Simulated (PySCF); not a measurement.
Input file for PySCF: R-MP2/6-31G* on H2OSi (SMILES O[SiH]), a point of a torsion scan.

```python
from pyscf import gto, scf, dft, mp
from pyscf.data.elements import chemcore

mol = gto.M(
    atom='''
    O    -0.77212138    0.21474178    0.28012874
    Si    0.68281048    0.75067798   -0.28859014
    H    -1.33013528   -0.43399574   -0.12846584
    H     1.48785321    0.33643047    0.89282606
    ''',
    basis='6-31g*',
    cart=True,
    charge=0, spin=0, verbose=3, max_memory=1800)
mf = scf.RHF(mol)
mf.conv_tol = 1e-8
mf.max_cycle = 100
mf.kernel()
if not mf.converged:
    mf = mf.newton().run(mf.mo_coeff, mf.mo_occ)
pt = mp.MP2(mf, frozen=chemcore(mol)).run()
```

It printed:

```
converged SCF energy = -364.909147526242
E(RMP2) = -365.15867086295  E_corr = -0.249523336707361
E(SCS-RMP2) = -365.156538635119  E_corr = -0.247391108876348
```

Self-consistency was reached.

Cost: about 0.5 core-seconds (a rough figure).
